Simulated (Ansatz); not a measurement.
AlH$_{6}$NO$_{3}$, SMILES `[NH3+][Al-]([OH])([OH])[OH]`, relaxed with RKS PBE-D4/def2-SVP in Ansatz from a rough embedded geometry. The force threshold is 0.03 eV/Å; the program also tests the step.

Charge 0, multiplicity 1.

Start:

```xyz
11

N     0.642   -0.802   -0.994
Al   -0.022    0.369    0.277
O     1.218    1.653    0.562
O    -0.363   -0.487    1.917
O    -1.583    1.132   -0.344
H     1.541   -1.316   -0.653
H     0.861   -0.353   -1.885
H    -0.048   -1.608   -1.147
H     0.856    2.279    1.255
H    -0.966   -1.236    1.584
H    -2.136    0.368   -0.572
```

```tsv
step	energy (eV)	largest force (eV/Å)	largest move (Å)
1	-14309.8423	5.193	0.000
2	-14310.5219	2.286	0.192
3	-14311.0434	0.369	0.200
4	-14311.0990	0.279	0.200
5	-14311.1271	0.239	0.200
6	-14311.1477	0.205	0.200
7 (rejected)	-14311.1033	1.039	0.195
8	-14311.1710	0.197	0.098
9	-14311.1882	0.402	0.096
10	-14311.2233	0.064	0.150
11	-14311.2321	0.222	0.200
12 (rejected)	-14311.2317	0.165	0.019
13	-14311.2344	0.069	0.009
14	-14311.2367	0.014	0.071
15 (rejected)	-14311.2363	0.172	0.031
16	-14311.2368	0.032	0.015
17	-14311.2370	0.005	0.026
18	-14311.2371	0.083	0.034
19	-14311.2371	0.028	0.006
```

End:

```xyz
11

N     0.769   -0.799   -1.023
Al   -0.254    0.289    0.349
O     1.090    1.240    0.932
O    -0.798   -1.069    1.306
O    -1.414    1.123   -0.655
H     1.756   -0.506   -0.997
H     0.404   -0.658   -1.974
H     0.708   -1.797   -0.781
H     0.958    2.189    1.074
H    -0.860   -0.972    2.269
H    -2.357    0.960   -0.499
```

Run time 17 s (4 threads of an Arm Neoverse V2 on a shared host); peak host memory 0.15 GiB.
